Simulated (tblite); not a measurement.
Parent: `[CH3:1]/[CH:2]=[CH:3]/[SiH2:4][NH:5][CH3:6]` with C2–C3–Si4–N5 -18°, C3–Si4–N5–C6 177°, C4H11NSi.

The geometries are computed with GFN2-xTB (gas phase). One conformer each, not checked by frequencies here.

| coordinate of the parent | value |
| --- | --- |
| C1–C2 | 1.493 Å |
| C2=C3 | 1.326 Å |
| C3–Si4 | 1.875 Å |
| Si4–N5 | 1.720 Å |
| N5–C6 | 1.441 Å |
| C1–C2–C3 | 125.3° |
| C2–C3–Si4 | 126.2° |
| C3–Si4–N5 | 106.9° |
| Si4–N5–C6 | 122.8° |

How does the shared frame change in `[CH3:1]/[CH:2]=[CH:3]/[Si@H:4]([CH2:5][O:6][CH3:7])[NH:8][CH3:9]` with C2–C3–Si4–C5 -104°, C3–Si4–C5–O6 -174°, Si4–C5–O6–C7 -178°, C3–Si4–N8–C9 -60°, C6H15NOSi? Atoms pair as C1 = C1, C2 = C2, C3 = C3, Si4 = Si4, N5 = N8, C6 = C9 (parent first).

| parent | relative | value in the relative | change |
| --- | --- | --- | --- |
| C1–C2 | C1–C2 | 1.493 Å | 0.000 |
| C2=C3 | C2=C3 | 1.326 Å | 0.000 |
| C3–Si4 | C3–Si4 | 1.883 Å | +0.008 |
| Si4–N5 | Si4–N8 | 1.719 Å | -0.001 |
| N5–C6 | N8–C9 | 1.444 Å | +0.003 |
| C1–C2–C3 | C1–C2–C3 | 125.3° | 0.0 |
| C2–C3–Si4 | C2–C3–Si4 | 125.3° | -0.9 |
| C3–Si4–N5 | C3–Si4–N8 | 107.1° | +0.2 |
| Si4–N5–C6 | Si4–N8–C9 | 123.6° | +0.8 |

Of the parent's bonds, C3–Si4 changes most (+0.008 Å). Bonds of the relative outside the shared frame: Si4–C5 1.907, C5–O6 1.415, O6–C7 1.402 Å. Point group C1 → C1.
